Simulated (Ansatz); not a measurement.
# Nudged elastic band run: BClF2H2

input.yaml

```yaml
crystal:
  periodic: [false, false, false]
  atoms:
    - { symbol: B, position_ang: [0.009687, 0.656348, -0.257711] }
    - { symbol: F, position_ang: [0.07318, 0.309037, 1.01134] }
    - { symbol: Cl, position_ang: [1.475999, 1.037397, -1.144352] }
    - { symbol: F, position_ang: [-1.162054, 0.713999, -0.851662] }
    - { symbol: H, position_ang: [0.343075, -2.961266, 1.560129] }
    - { symbol: H, position_ang: [0.288211, -2.220916, 1.546455] }
basis:
  gaussian: { orbitals: "6-31G*" }
hamiltonian:
  xc: b3lyp
neb:
  order_check: false
  images: 5
  f_tol: 0.03
  max_iterations: 60
  final_atoms:
    - { symbol: B, position_ang: [-0.07241251, -0.54883532, -0.43818387] }
    - { symbol: F, position_ang: [0.0135214, -0.53846762, 1.90381416] }
    - { symbol: Cl, position_ang: [1.54199055, 0.21020827, -0.59192974] }
    - { symbol: F, position_ang: [-1.12820899, 0.23151708, -0.5144567] }
    - { symbol: H, position_ang: [-0.16415182, -1.72895949, -0.46497259] }
    - { symbol: H, position_ang: [0.83735938, -0.09086392, 1.96992774] }
  initial_path:
    images:
      - { positions_ang: [[0.009687, 0.656348, -0.257711], [0.07318, 0.309037, 1.01134], [1.475999, 1.037397, -1.144352], [-1.162054, 0.713999, -0.851662], [0.343075, -2.961266, 1.560129], [0.288211, -2.220916, 1.546455]] }
      - { positions_ang: [[0.00464116, 0.44864232, -0.15402039], [0.04519464, 0.1469393, 1.24423808], [1.52003525, 0.74990978, -1.04987773], [-1.15680219, 0.50901276, -0.77019279], [0.33808272, -2.43713138, 1.15586251], [0.27694643, -1.88277378, 1.43818933]] }
      - { positions_ang: [[-0.00040468, 0.24093663, -0.05032979], [0.01720928, -0.0151584, 1.47713616], [1.5640715, 0.46242256, -0.95540346], [-1.15155039, 0.30402652, -0.68872359], [0.33309043, -1.91299675, 0.75159602], [0.26568185, -1.54463155, 1.32992366]] }
      - { positions_ang: [[-0.00545052, 0.03323095, 0.05336082], [-0.01077608, -0.1772561, 1.71003424], [1.60810775, 0.17493534, -0.86092919], [-1.14629858, 0.09904028, -0.60725438], [0.32809815, -1.38886213, 0.34732953], [0.25441728, -1.20648933, 1.22165799]] }
      - { positions_ang: [[-0.02777118, -0.16079114, -0.11048741], [-0.00267692, -0.29765994, 1.77462755], [1.58606868, 0.18669298, -0.77126271], [-1.14026872, 0.14319921, -0.57632182], [0.16401482, -1.50222792, 0.07656216], [0.44873131, -0.83461419, 1.47108124]] }
      - { positions_ang: [[-0.05009185, -0.35481323, -0.27433564], [0.00542224, -0.41806378, 1.83922085], [1.56402962, 0.19845063, -0.68159622], [-1.13423886, 0.18735815, -0.54538926], [-6.85e-05, -1.61559371, -0.19420521], [0.64304535, -0.46273906, 1.72050449]] }
      - { positions_ang: [[-0.07241251, -0.54883532, -0.43818387], [0.0135214, -0.53846762, 1.90381416], [1.54199055, 0.21020827, -0.59192974], [-1.12820899, 0.23151708, -0.5144567], [-0.16415182, -1.72895949, -0.46497259], [0.83735938, -0.09086392, 1.96992774]] }
```

Run as:

```bash
$ ansatz run input.yaml --threads 1 --pin off --max-ram 2048MiB --backend cpu --events-out ev --progress --plain --runs-dir out
```

Output, in part (warnings, iteration lines, the closing report on the highest movable image, with atoms numbered from 0):

```
NEB end point (image 0): max|allowed force component| = 6.077e-3 eV/Å (the criterion of neb.relax_end_points is 1.000e-2)
NEB end point (image 6): max|allowed force component| = 2.395e-2 eV/Å (the criterion of neb.relax_end_points is 1.000e-2)
NEB iter   1: max|band force component| = 4.985e1 eV/Å  barrier→ = 7.1268 eV  barrier← = 5.6564 eV  Δτ_max = 0.2000 Å  (169 SCF iters)
NEB iter   2: max|band force component| = 3.041e0 eV/Å  barrier→ = 2.5139 eV  barrier← = 1.0434 eV  Δτ_max = 0.2000 Å  (149 SCF iters)
NEB iter   3: max|band force component| = 4.416e0 eV/Å  barrier→ = 1.9664 eV  barrier← = 0.4959 eV  Δτ_max = 0.1008 Å  (153 SCF iters)
NEB iter   4: max|band force component| = 2.042e0 eV/Å  barrier→ = 1.7767 eV  barrier← = 0.3062 eV  Δτ_max = 0.1549 Å  (140 SCF iters)
NEB iter   5: max|band force component| = 7.485e0 eV/Å  barrier→ = 1.7415 eV  barrier← = 0.2710 eV  Δτ_max = 0.0825 Å  (145 SCF iters)
NEB iter   6: max|band force component| = 1.799e0 eV/Å  barrier→ = 1.6966 eV  barrier← = 0.2261 eV  Δτ_max = 0.0809 Å  (134 SCF iters)
NEB iter   7: max|band force component| = 5.055e-1 eV/Å  barrier→ = 1.6850 eV  barrier← = 0.2146 eV  Δτ_max = 0.0679 Å  (134 SCF iters)
NEB iter   8: max|band force component| = 5.969e-1 eV/Å  barrier→ = 1.6707 eV  barrier← = 0.2002 eV  CI = image 4  Δτ_max = 0.1638 Å  (132 SCF iters)
NEB iter   9: max|band force component| = 1.032e0 eV/Å  barrier→ = 1.7843 eV  barrier← = 0.3138 eV  CI = image 4  Δτ_max = 0.0821 Å  (137 SCF iters)
NEB iter  10: max|band force component| = 1.860e0 eV/Å  barrier→ = 2.0094 eV  barrier← = 0.5389 eV  CI = image 4  Δτ_max = 0.0412 Å  (141 SCF iters)
NEB iter  11: max|band force component| = 1.854e0 eV/Å  barrier→ = 2.0873 eV  barrier← = 0.6168 eV  CI = image 4  Δτ_max = 0.0814 Å  (132 SCF iters)
NEB iter  12: max|band force component| = 2.229e0 eV/Å  barrier→ = 2.2246 eV  barrier← = 0.7541 eV  CI = image 4  Δτ_max = 0.1679 Å  (136 SCF iters)
NEB iter  13: max|band force component| = 1.908e0 eV/Å  barrier→ = 2.5420 eV  barrier← = 1.0715 eV  CI = image 4  Δτ_max = 0.0829 Å  (145 SCF iters)
NEB iter  14: max|band force component| = 1.859e0 eV/Å  barrier→ = 2.5303 eV  barrier← = 1.0598 eV  CI = image 4  Δτ_max = 0.0450 Å  (139 SCF iters)
NEB iter  15: max|band force component| = 8.767e-1 eV/Å  barrier→ = 2.4295 eV  barrier← = 0.9590 eV  CI = image 4  Δτ_max = 0.0827 Å  (129 SCF iters)
NEB iter  16: max|band force component| = 4.229e-1 eV/Å  barrier→ = 2.3733 eV  barrier← = 0.9028 eV  CI = image 4  Δτ_max = 0.0707 Å  (132 SCF iters)
NEB iter  17: max|band force component| = 1.675e-1 eV/Å  barrier→ = 2.3614 eV  barrier← = 0.8909 eV  CI = image 4  Δτ_max = 0.1566 Å  (137 SCF iters)
NEB iter  18: max|band force component| = 2.385e0 eV/Å  barrier→ = 2.3570 eV  barrier← = 0.8865 eV  CI = image 4  Δτ_max = 0.0832 Å  (142 SCF iters)
NEB iter  19: max|band force component| = 1.188e0 eV/Å  barrier→ = 2.3562 eV  barrier← = 0.8857 eV  CI = image 4  Δτ_max = 0.0831 Å  (127 SCF iters)
NEB iter  20: max|band force component| = 6.570e-1 eV/Å  barrier→ = 2.3561 eV  barrier← = 0.8856 eV  CI = image 4  Δτ_max = 0.1597 Å  (120 SCF iters)
NEB iter  21: max|band force component| = 3.095e0 eV/Å  barrier→ = 2.3561 eV  barrier← = 0.8856 eV  CI = image 4  Δτ_max = 0.0808 Å  (128 SCF iters)
NEB iter  22: max|band force component| = 9.110e-1 eV/Å  barrier→ = 2.3561 eV  barrier← = 0.8856 eV  CI = image 4  Δτ_max = 0.0977 Å  (112 SCF iters)
NEB iter  23: max|band force component| = 3.801e-1 eV/Å  barrier→ = 2.3561 eV  barrier← = 0.8856 eV  CI = image 4  Δτ_max = 0.0610 Å  (115 SCF iters)
NEB iter  24: max|band force component| = 3.180e-1 eV/Å  barrier→ = 2.3561 eV  barrier← = 0.8856 eV  CI = image 4  Δτ_max = 0.1584 Å  (115 SCF iters)
NEB iter  25: max|band force component| = 2.414e0 eV/Å  barrier→ = 2.3561 eV  barrier← = 0.8856 eV  CI = image 4  Δτ_max = 0.0819 Å  (125 SCF iters)
NEB iter  26: max|band force component| = 1.033e0 eV/Å  barrier→ = 2.3561 eV  barrier← = 0.8856 eV  CI = image 4  Δτ_max = 0.1548 Å  (117 SCF iters)
NEB iter  27: max|band force component| = 1.481e0 eV/Å  barrier→ = 2.3561 eV  barrier← = 0.8856 eV  CI = image 4  Δτ_max = 0.0682 Å  (115 SCF iters)
NEB iter  28: max|band force component| = 7.175e-1 eV/Å  barrier→ = 2.3561 eV  barrier← = 0.8856 eV  CI = image 4  Δτ_max = 0.0629 Å  (108 SCF iters)
NEB iter  29: max|band force component| = 5.935e-2 eV/Å  barrier→ = 2.3561 eV  barrier← = 0.8856 eV  CI = image 4  Δτ_max = 0.0421 Å  (105 SCF iters)
NEB iter  30: max|band force component| = 3.237e-2 eV/Å  barrier→ = 2.3561 eV  barrier← = 0.8856 eV  CI = image 4  Δτ_max = 0.0603 Å  (99 SCF iters)
NEB iter  31: max|band force component| = 4.144e-1 eV/Å  barrier→ = 2.3561 eV  barrier← = 0.8856 eV  CI = image 4  Δτ_max = 0.0301 Å  (104 SCF iters)
NEB iter  32: max|band force component| = 3.206e-1 eV/Å  barrier→ = 2.3561 eV  barrier← = 0.8856 eV  CI = image 4  Δτ_max = 0.0299 Å  (102 SCF iters)
NEB iter  33: max|band force component| = 1.001e-1 eV/Å  barrier→ = 2.3561 eV  barrier← = 0.8856 eV  CI = image 4  Δτ_max = 0.0299 Å  (107 SCF iters)
NEB iter  34: max|band force component| = 3.908e-1 eV/Å  barrier→ = 2.3561 eV  barrier← = 0.8856 eV  CI = image 4  Δτ_max = 0.0150 Å  (101 SCF iters)
NEB iter  35: max|band force component| = 2.400e-1 eV/Å  barrier→ = 2.3561 eV  barrier← = 0.8856 eV  CI = image 4  Δτ_max = 0.0150 Å  (107 SCF iters)
NEB iter  36: max|band force component| = 2.004e-1 eV/Å  barrier→ = 2.3561 eV  barrier← = 0.8856 eV  CI = image 4  Δτ_max = 0.0075 Å  (102 SCF iters)
NEB iter  37: max|band force component| = 3.347e-2 eV/Å  barrier→ = 2.3561 eV  barrier← = 0.8856 eV  CI = image 4  Δτ_max = 0.0068 Å  (102 SCF iters)
NEB iter  38: max|band force component| = 4.165e-3 eV/Å  barrier→ = 2.3561 eV  barrier← = 0.8856 eV  CI = image 4  Δτ_max = 0.0000 Å  (213 SCF iters)
Total energy: -18666.44877301 eV, -685.9793398348 hartree
Atom 0 at     0.088375    -0.253303     0.013150 Å, force     0.000008    -0.000005    -0.000012 eV/Å
Atom 1 at     0.155322    -0.011089     1.606515 Å, force    -0.000006    -0.000016    -0.000004 eV/Å
Atom 2 at     1.563543     0.332447    -0.791102 Å, force    -0.000001     0.000002     0.000001 eV/Å
Atom 3 at    -1.107983     0.112117    -0.431772 Å, force     0.000004     0.000002     0.000005 eV/Å
Atom 4 at     0.156457    -1.547432     0.246818 Å, force    -0.000004     0.000000    -0.000007 eV/Å
Atom 5 at     0.172383    -1.098141     1.220591 Å, force    -0.000000     0.000017     0.000017 eV/Å
Dipole moment:    -0.049040    -0.375780     0.243437 e Å
```

The forces met the threshold. Neighbouring images differ by up to 1.9 eV, so the band resolves the path poorly. A vibrational analysis at the climbing image gives one clearly imaginary mode, 1254i cm⁻¹: a first-order saddle point. The orbitals stay closed-shell, which can raise the energy where a bond breaks towards radicals; this wasn't checked here.

Final band (atoms are numbered from 1 in the order of the input):

```csv
image,path coordinate (Å),energy (eV),B1–F2 (Å),H5–H6 (Å),B1–H5 (Å)
0,0.00,0.00,1.32,0.74,4.06
1,0.82,0.01,1.32,0.74,3.48
2,1.64,0.03,1.32,0.74,2.77
3,2.45,0.45,1.33,0.75,2.02
4,3.27,2.36,1.61,1.07,1.32
5,4.47,1.53,2.35,2.41,1.19
6,5.66,1.47,2.34,3.10,1.18
```

The run took 4.8 min on 1 thread of AMD EPYC 7R43 64-Core Processor (Zen 3), on a shared host, peak memory 0.14 GiB.
